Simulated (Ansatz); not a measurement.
# Molecular dynamics of BClFH3S

Input:

```yaml
crystal:
  periodic: [false, false, false]
  atoms:
    - { symbol: B, position_ang: [-0.080829, -0.268816, 0.04034] }
    - { symbol: H, position_ang: [-0.335991, 0.053215, 1.29548] }
    - { symbol: F, position_ang: [1.059517, 0.316788, -0.324862] }
    - { symbol: Cl, position_ang: [-1.575472, 0.033796, -0.890853] }
    - { symbol: S, position_ang: [0.295774, -2.259815, 0.328691] }
    - { symbol: H, position_ang: [-0.983444, -2.651067, 0.2375] }
    - { symbol: H, position_ang: [-0.085555, -0.975902, 1.281303] }
basis:
  gaussian: { orbitals: def2-SVP }
hamiltonian:
  xc: { name: BHLYP }
  dispersion: d4
md:
  timestep: 0.5
  n_steps: 200
  ensemble: nve
  temperature: 300.0
  initial_velocities: maxwell_boltzmann
  seed: 10976
```

Run as:

```bash
$ ansatz run input.yaml --threads 1 --pin off --max-ram 2048MiB --backend cpu --events-out ev --progress --plain --runs-dir out
```

It starts at the highest image of a converged band. Of that band: Neighbouring images differ by up to 1.5 eV, so the band resolves the path poorly. A vibrational analysis at the climbing image gives one clearly imaginary mode, 1194i cm⁻¹: a first-order saddle point.

Output, in part (step lines, the closing report, with atoms numbered from 0):

```
md step     0: t =     0.00 fs  T =   300.0 K  F+E_penalty+E_count = -26789.94928450 eV  E_kin = 0.193890 eV  conserved = -26789.75539450 eV  (26 SCF iters)
[... lines left out ...]
Total energy: -26791.44167954 eV, -984.5673218316 hartree
Atom 0 at     0.017240    -0.689729    -0.469403 Å, force    -0.306494     0.556451     1.416866 eV/Å
Atom 1 at    -1.404483     5.514020     7.268079 Å, force     0.131849     0.605359    -0.723284 eV/Å
Atom 2 at     0.960898     0.186588    -0.189961 Å, force     0.140327    -0.259442    -0.653186 eV/Å
Atom 3 at    -1.546129    -0.013255    -0.892493 Å, force     0.048983    -0.303137    -0.335910 eV/Å
Atom 4 at     0.357654    -2.371804     0.070559 Å, force    -0.476482    -0.467076    -0.177399 eV/Å
Atom 5 at    -0.897249    -2.913625     0.063128 Å, force     0.593665     0.473246    -0.250353 eV/Å
Atom 6 at    -1.296327     6.010363     6.674814 Å, force    -0.131848    -0.605403     0.723266 eV/Å
Dipole moment:    -0.193812    -0.259340    -0.045771 e Å
```

The steps, from the saved trajectory:

| time (fs) | T (K) | potential energy less start (eV) | conserved less start (meV/atom) |
| --- | --- | --- | --- |
| 0 | 300 | 0.000 | 0.00 |
| 3 | 210 | 0.059 | 0.07 |
| 6 | 194 | 0.068 | 0.03 |
| 9 | 194 | 0.069 | 0.10 |
| 12 | 455 | -0.100 | 0.05 |
| 15 | 829 | -0.341 | 0.14 |
| 18 | 1501 | -0.776 | -0.07 |
| 21 | 2020 | -1.113 | -0.11 |
| 24 | 2305 | -1.296 | -0.07 |
| 27 | 2356 | -1.328 | 0.13 |
| 30 | 2567 | -1.465 | 0.01 |
| 33 | 2715 | -1.562 | -0.09 |
| 36 | 2655 | -1.523 | -0.17 |
| 39 | 2271 | -1.274 | 0.00 |
| 42 | 1938 | -1.058 | 0.13 |
| 45 | 1848 | -0.999 | 0.12 |
| 48 | 2033 | -1.121 | -0.06 |
| 51 | 2237 | -1.253 | -0.12 |
| 54 | 2385 | -1.348 | -0.10 |
| 57 | 2340 | -1.317 | 0.14 |
| 60 | 2464 | -1.398 | 0.09 |
| 63 | 2621 | -1.500 | -0.03 |
| 66 | 2708 | -1.557 | -0.20 |
| 69 | 2464 | -1.399 | -0.09 |
| 72 | 2096 | -1.160 | 0.10 |
| 75 | 1846 | -0.998 | 0.18 |
| 78 | 1884 | -1.024 | 0.01 |
| 81 | 2074 | -1.147 | -0.11 |
| 84 | 2324 | -1.309 | -0.15 |
| 87 | 2380 | -1.344 | 0.07 |
| 90 | 2389 | -1.349 | 0.12 |
| 93 | 2362 | -1.332 | 0.07 |
| 96 | 2576 | -1.472 | -0.18 |
| 99 | 2645 | -1.517 | -0.18 |

The run went to its last step. The conserved energy stayed within 0.22 meV per atom of its start (net change -0.11 meV per atom), so the integration is sound. The kinetic energy rose, since the run started high on the potential surface and went downhill. It ends in pieces (BClFHS + H2), so much of that is their flight and rotation, not heat. A run of 0.1 ps of so small a system gives no equilibrium averages. The orbitals stay closed-shell, which can raise the energy where a bond breaks towards radicals; this wasn't checked here.

Between its relaxed ends the band would form B1–S5, H2–H7 and break B1–H2, S5–H7. These pairs go: B1–S5 2.05 → 1.80 Å, H2–H7 1.06 → 0.78 Å, B1–H2 1.32 → 10.02 Å, S5–H7 1.64 → 10.80 Å. In the last frame they stand as after the step (other bonds may differ from the relaxed reactants and products). Also parted: B1–H7 1.43 → 9.88 Å. It ends as BClFHS + H2. Pairs count as bonded within 1.25 times the sum of covalent radii (0.12 Å more for H–H).

Last frame:

```xyz
7
Properties=species:S:1:pos:R:3
B 0.017 -0.690 -0.469
H -1.405 5.514 7.268
F 0.961 0.187 -0.190
Cl -1.546 -0.013 -0.892
S 0.358 -2.372 0.071
H -0.897 -2.914 0.063
H -1.296 6.010 6.675
```

Time of the run: 8.8 min on 1 thread of Arm Neoverse V1 (shared host), peak memory 0.17 GiB.
